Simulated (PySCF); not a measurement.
Gas-phase reaction: TiCl3OH + 2 Cl → TiCl4 + O + HCl

Energies from PySCF, thermal terms from the rigid-rotor harmonic-oscillator model, ideal gas at 1 bar. † marks an energy on the PBE0/def2-TZVP geometry and frequencies; other levels use their own. MP2 freezes the core. Open shells (unrestricted): Cl (multiplicity 2), O (multiplicity 3); the rest are closed-shell singlets. Spin-orbit splitting is ignored; it lowers the true energy and changes the entropy of Cl, O. TiCl3OH: computed as isolated molecules; such fragments, hydroxides, amides, oligomers or adducts are transient or little studied in the gas. MP2 isn't extrapolated to the basis-set limit.

MP2/def2-SVP† gives ΔH°(298 K) = 64 kJ.

What do PBE/def2-SVP, LDA/def2-TZVP†, ωB97X-V/def2-TZVP† give?

PBE/def2-SVP: 67 kJ; LDA/def2-TZVP†: 78 kJ; ωB97X-V/def2-TZVP†: 53 kJ. For scale, ΔH°(298 K) is 64 kJ at this level, 47 kJ at ωB97M-V/def2-TZVP†, and runs from -8 to 408 kJ over the 19 levels computed.
